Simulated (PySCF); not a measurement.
## Two-component Hartree-Fock for Pd¹⁹⁺ (palladium, charge +19)

Start: [Ar] 3d9; 3d3/2 filled at m_j = -3/2, -1/2, +1/2, +3/2; 3d5/2 filled at m_j = -3/2, -1/2, +1/2, +3/2, +5/2. Calculated with PySCF 2.14 in an uncontracted even-tempered set (17 s from 2.1 bohr⁻², ratio 2.8; 12 p from 2.7 bohr⁻², ratio 2.8; 8 d from 2.7 bohr⁻², ratio 2.8; 4 f from 13 bohr⁻², ratio 3): generalised Hartree-Fock with the X2C-1e Hamiltonian and a Gaussian nucleus; one run each with spin-orbit coupling (SO) switched off, then screened by Boettger's factors.

| spinor shell | electrons | ε, spin-free (eV) | ε, screened SO (eV) | weight of nominal j (screened SO) | rms radius, screened SO (bohr) |
| --- | --- | --- | --- | --- | --- |
| 1s1/2 | 2 | -25041.1 | -25039.4 | 1.000 | 0.0365 |
| 2s1/2 | 2 | -4209.5 | -4208.9 | 1.000 | 0.149 |
| 2p1/2 | 2 | -3826.4 | -3938.0 | 1.000 | 0.130 |
| 3s1/2 | 2 | -1207.1 | -1206.9 | 1.000 | 0.397 |
| 3p1/2 | 2 | -1077.4 | -1100.4 | 0.995 | 0.389 |
| 3p3/2 | 4 | -1077.4 | -1066.7 | 0.997 | 0.399 |
| 3d3/2 | 4 | -879.54 | -883.82 | 0.958 | 0.369 |
| 3d5/2 | 5 | -879.54 | -876.39 | 0.966 | 0.372 |

(1) Where does 2p3/2 lie, and what is the 2p spin-orbit splitting (screened SO)?

| quantity | spin-free | screened SO |
| --- | --- | --- |
| E (hartree) | -4885.06882 | -4885.99871 |
| M_J | 5/2 | 5/2 |
| ⟨J²⟩ | 8.750 | 8.750 |
| ⟨L²⟩ | 6.000 | 6.008 |
| ⟨S²⟩ | 0.750 | 0.758 |

Each row is a mean over spinors that exchange with the open shell spreads, by up to 15.420 eV (3p3/2).

Breit and QED terms are absent; they matter most for the inner s and p1/2 levels.

Densities and radii are taken from the X2C orbitals without a picture-change correction, which distorts them close to the nucleus.

Without spin-orbit coupling the j labels of p, d and f shells carry no meaning; the spin-free column gives the mean over the occupied spinors of each nl shell.

## Answers

(1) At -3774.5 eV, 163.52 eV above 2p1/2.
